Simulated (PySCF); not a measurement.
# C₆ coefficients of unlike pairs at B3LYP

Calculated with PySCF 2.14 from the dipole response of each species, C₆(A,B) = (3/π) ∫ α_A(iu) α_B(iu) du, in atomic units, from isotropic polarisabilities. For ions this is the dispersion term alone; charge-induced terms of lower order in 1/R come first.

```json
{"species": "C²⁺", "configuration": "[He] 2s2 (1S)", "basis": "dyall-av3z (15s9p3d2f)", "relativity": "spin-free X2C", "α (bohr³)": "4.310", "C₆ (like pair)": "6.636"}
{"species": "Zr³⁺", "configuration": "[Kr] 4d1 (2D)", "basis": "dyall-av2z (22s15p11d2f)", "relativity": "none", "α (bohr³)": "5.391", "C₆ (like pair)": "22.27"}
{"species": "N", "configuration": "[He] 2s2 2p3 (4S)", "basis": "x2c-TZVPPall with one added diffuse shell each of s, p, d type (6s4p3d1f)", "relativity": "spin-free X2C", "α (bohr³)": "7.739", "C₆ (like pair)": "26.27"}
{"species": "Pd⁺", "configuration": "[Kr] 4d9 (2D)", "basis": "aug-cc-pVTZ-PP with one added diffuse shell each of s, p, d, f, g type with ECP28MDF (7s7p6d4f3g)", "relativity": "core potential", "α (bohr³)": "11.98", "C₆ (like pair)": "73.07"}
```

Task: Estimate C₆ for Pd⁺ with Zr³⁺.

Result: The integral gives 39.91. The combination rule 2 C_A C_B / (C_A α_B/α_A + C_B α_A/α_B) gives 39.51 and the geometric mean 40.34.

No spin-orbit coupling is included.

The other pairs:

| pair | C₆ |
| --- | --- |
| Pd⁺, C²⁺ | 21.42 |
| Pd⁺, N | 43.42 |
| Zr³⁺, C²⁺ | 11.31 |
| N, C²⁺ | 13.12 |
| N, Zr³⁺ | 23.31 |
